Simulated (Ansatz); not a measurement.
A run for Ansatz (a program for electronic structure): U-CCSD(T)/cc-pV(D+d)Z on H2OSi (SMILES O=[SiH2]), a point of a bond scan (R = 4.103 Å). Files ending in .json are basis or fitting sets from the Basis Set Exchange.

Ansatz 0.2 input:
```yaml
crystal:
  periodic: [false, false, false]
  atoms:
    - {symbol: O, position_ang: [3.38920147, -1.37525420, -0.23450578]}
    - {symbol: Si, position_ang: [-0.40448259, 0.16412904, 0.02798698]}
    - {symbol: H, position_ang: [-1.61806760, -0.53589800, -0.45149398]}
    - {symbol: H, position_ang: [-0.72386075, 1.48619463, 0.61353677]}
basis:
  gaussian:
    orbitals: cc-pV_D+d_Z.json
correlation: {method: ccsd_t, electrons: outside_noble_gas}
scf: {omitted_lower_state_checks: [cluster_reference]}
magnetization: {spin_polarized: true, initial_magnetization: 0}
```

### Question
What total energy does the run end on?

### Answer
-365.0213 hartree (reference determinant -364.8067, T1 diagnostic 0.011). Its determinant has ⟨S²⟩ = 2.01, a mixture of spin states.

### Question
How many basis functions does it have, and what does it roughly cost on one machine?

### Answer
47 functions; roughly 9 core-seconds.
